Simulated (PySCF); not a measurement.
## Basis-set dependence of population analyses: `CB(N)NC=O`

C2H7BN2O.
Atom-mapped SMILES: `[CH3:1][B:2]([NH2:3])[NH:4][CH:5]=[O:6]` (hydrogens: H7, H8, H9 on C1; H10, H11 on N3; H12 on N4; H13 on C5)

PBE0 throughout (PySCF), one geometry, spherical d and f functions. Isolated species at its PBE0-D3(BJ)/def2-SVP geometry (one conformer only). Atoms taken as equivalent share a column and are averaged. The first 7 of 10 kinds of atom are listed.

Mulliken charges (e):

```
        basis  functions      C1      B2      N3      N4      C5      O6  H7/H8/H9
       STO-3G         37  -0.337  +0.387  -0.475  -0.389  +0.156  -0.238    +0.069
        6-31G         68  -0.732  +0.791  -0.864  -0.744  +0.333  -0.448    +0.166
     pcSseg-0         68  -1.057  +1.013  -0.871  -0.873  +0.441  -0.530    +0.227
       6-31G*         98  -0.726  +0.559  -0.806  -0.623  +0.324  -0.448    +0.176
      cc-pVDZ        119  -0.177  -0.067  -0.023  -0.086  +0.206  -0.284    +0.046
     def2-SVP        119  -0.172  -0.080  -0.106  -0.145  +0.215  -0.303    +0.054
  aug-cc-pVDZ        201  +0.593  +0.610  -0.035  -0.181  +0.713  -0.509    -0.253
6-311+G(2d,p)        204  -0.728  +0.750  -0.667  -0.456  +0.210  -0.468    +0.155
    def2-TZVP        228  -0.485  +0.258  -0.464  -0.342  +0.218  -0.383    +0.134
      cc-pVTZ        278  -0.382  +0.107  -0.257  -0.104  +0.161  -0.342    +0.100
     IGLO-III        280  -0.589  +0.602  -0.517  -0.368  +0.290  -0.458    +0.120
     pcSseg-2        314  -0.184  +0.488  -0.421  -0.441  +0.417  -0.456    +0.035
```

IAO charges (e):

```json
{"basis": "STO-3G", "functions": "37", "C1": "-0.526", "B2": "+0.277", "N3": "-0.456", "N4": "-0.335", "C5": "+0.120", "O6": "-0.257", "H7/H8/H9": "+0.133"}
{"basis": "6-31G", "functions": "68", "C1": "-0.587", "B2": "+0.312", "N3": "-0.559", "N4": "-0.397", "C5": "+0.269", "O6": "-0.446", "H7/H8/H9": "+0.153"}
{"basis": "pcSseg-0", "functions": "68", "C1": "-0.577", "B2": "+0.284", "N3": "-0.520", "N4": "-0.382", "C5": "+0.278", "O6": "-0.439", "H7/H8/H9": "+0.149"}
{"basis": "6-31G*", "functions": "98", "C1": "-0.571", "B2": "+0.328", "N3": "-0.556", "N4": "-0.409", "C5": "+0.322", "O6": "-0.467", "H7/H8/H9": "+0.147"}
{"basis": "cc-pVDZ", "functions": "119", "C1": "-0.571", "B2": "+0.309", "N3": "-0.547", "N4": "-0.405", "C5": "+0.317", "O6": "-0.459", "H7/H8/H9": "+0.146"}
{"basis": "def2-SVP", "functions": "119", "C1": "-0.561", "B2": "+0.303", "N3": "-0.537", "N4": "-0.398", "C5": "+0.317", "O6": "-0.460", "H7/H8/H9": "+0.144"}
{"basis": "aug-cc-pVDZ", "functions": "201", "C1": "-0.587", "B2": "+0.319", "N3": "-0.576", "N4": "-0.416", "C5": "+0.325", "O6": "-0.480", "H7/H8/H9": "+0.153"}
{"basis": "6-311+G(2d,p)", "functions": "204", "C1": "-0.590", "B2": "+0.324", "N3": "-0.578", "N4": "-0.419", "C5": "+0.326", "O6": "-0.481", "H7/H8/H9": "+0.154"}
{"basis": "def2-TZVP", "functions": "228", "C1": "-0.590", "B2": "+0.326", "N3": "-0.577", "N4": "-0.420", "C5": "+0.329", "O6": "-0.480", "H7/H8/H9": "+0.153"}
{"basis": "cc-pVTZ", "functions": "278", "C1": "-0.591", "B2": "+0.324", "N3": "-0.575", "N4": "-0.419", "C5": "+0.328", "O6": "-0.477", "H7/H8/H9": "+0.153"}
{"basis": "IGLO-III", "functions": "280", "C1": "-0.592", "B2": "+0.325", "N3": "-0.580", "N4": "-0.421", "C5": "+0.327", "O6": "-0.481", "H7/H8/H9": "+0.154"}
{"basis": "pcSseg-2", "functions": "314", "C1": "-0.591", "B2": "+0.327", "N3": "-0.579", "N4": "-0.421", "C5": "+0.329", "O6": "-0.480", "H7/H8/H9": "+0.153"}
```

Hirshfeld charges (e):

```tsv
basis	functions	C1	B2	N3	N4	C5	O6	H7/H8/H9
STO-3G	37	-0.114	+0.165	-0.202	-0.168	+0.129	-0.193	+0.011
6-31G	68	-0.176	+0.166	-0.236	-0.153	+0.143	-0.260	+0.036
pcSseg-0	68	-0.187	+0.166	-0.237	-0.151	+0.144	-0.247	+0.036
6-31G*	98	-0.176	+0.163	-0.236	-0.151	+0.142	-0.260	+0.036
cc-pVDZ	119	-0.193	+0.170	-0.239	-0.152	+0.139	-0.245	+0.038
def2-SVP	119	-0.197	+0.174	-0.243	-0.154	+0.145	-0.253	+0.039
aug-cc-pVDZ	201	-0.202	+0.192	-0.252	-0.166	+0.141	-0.256	+0.042
6-311+G(2d,p)	204	-0.194	+0.189	-0.250	-0.167	+0.140	-0.258	+0.041
def2-TZVP	228	-0.198	+0.189	-0.252	-0.165	+0.141	-0.257	+0.041
cc-pVTZ	278	-0.200	+0.189	-0.253	-0.163	+0.142	-0.254	+0.041
IGLO-III	280	-0.201	+0.193	-0.253	-0.167	+0.141	-0.256	+0.042
pcSseg-2	314	-0.203	+0.194	-0.255	-0.166	+0.142	-0.257	+0.042
```

ESP-fitted charges (e):

| basis | functions | C1 | B2 | N3 | N4 | C5 | O6 | H7/H8/H9 |
| --- | --- | --- | --- | --- | --- | --- | --- | --- |
| STO-3G | 37 | -0.685 | +0.600 | -0.709 | -0.574 | +0.418 | -0.364 | +0.148 |
| 6-31G | 68 | -0.767 | +0.872 | -1.109 | -0.866 | +0.701 | -0.594 | +0.169 |
| pcSseg-0 | 68 | -0.937 | +0.962 | -1.079 | -0.890 | +0.693 | -0.589 | +0.203 |
| 6-31G* | 98 | -0.771 | +0.854 | -1.108 | -0.779 | +0.560 | -0.516 | +0.169 |
| cc-pVDZ | 119 | -0.676 | +0.724 | -0.968 | -0.690 | +0.523 | -0.498 | +0.149 |
| def2-SVP | 119 | -0.689 | +0.746 | -0.981 | -0.719 | +0.577 | -0.527 | +0.152 |
| aug-cc-pVDZ | 201 | -0.832 | +0.989 | -1.186 | -0.846 | +0.626 | -0.558 | +0.180 |
| 6-311+G(2d,p) | 204 | -0.843 | +0.988 | -1.218 | -0.840 | +0.594 | -0.554 | +0.184 |
| def2-TZVP | 228 | -0.837 | +0.967 | -1.187 | -0.821 | +0.590 | -0.545 | +0.182 |
| cc-pVTZ | 278 | -0.805 | +0.916 | -1.127 | -0.786 | +0.567 | -0.529 | +0.175 |
| IGLO-III | 280 | -0.817 | +0.970 | -1.188 | -0.823 | +0.600 | -0.550 | +0.177 |
| pcSseg-2 | 314 | -0.837 | +0.988 | -1.193 | -0.842 | +0.624 | -0.563 | +0.181 |

Some averages cover members that differ in this geometry, most widely: H7/H8/H9, Mulliken in aug-cc-pVDZ -0.375 to -0.190 e.

Q: Which scheme is steadiest as the basis changes?

A: Largest range over the bases for any column: Hirshfeld 0.09 e, IAO 0.22 e, ESP-fitted 0.51 e, Mulliken 1.65 e. Hirshfeld charges move least and Mulliken charges most, counted in e. Without the minimal STO-3G basis the ranges are Hirshfeld 0.03, IAO 0.06, ESP-fitted 0.26, Mulliken 1.65 e.

Q: How much do the charges still move between the two largest bases, IGLO-III and pcSseg-2?

A: At most, over all atoms: Mulliken 0.405 e, IAO 0.002 e, Hirshfeld 0.002 e, ESP-fitted 0.025 e.

Q: What do the same runs give for the total energy, the frontier levels and the dipole moment?

A: 
| basis | energy (Eh) | HOMO (eV) | LUMO (eV) | μ (D) |
| --- | --- | --- | --- | --- |
| STO-3G | -286.0412 | -4.11 | 3.40 | 1.33 |
| 6-31G | -289.6911 | -7.29 | 0.23 | 2.68 |
| pcSseg-0 | -289.1169 | -7.44 | 0.17 | 2.50 |
| 6-31G* | -289.7659 | -7.24 | 0.39 | 2.45 |
| cc-pVDZ | -289.7967 | -7.29 | 0.31 | 2.36 |
| def2-SVP | -289.5703 | -7.41 | 0.22 | 2.43 |
| aug-cc-pVDZ | -289.8221 | -7.63 | -0.28 | 2.64 |
| 6-311+G(2d,p) | -289.8712 | -7.66 | -0.17 | 2.70 |
| def2-TZVP | -289.8940 | -7.60 | -0.05 | 2.62 |
| cc-pVTZ | -289.8861 | -7.54 | 0.02 | 2.53 |
| IGLO-III | -289.9023 | -7.64 | -0.15 | 2.65 |
| pcSseg-2 | -289.8970 | -7.64 | -0.13 | 2.67 |

The dipole is fixed by the density alone, so its range of 1.37 D shows that the density itself changes with the basis, not only its division among atoms.
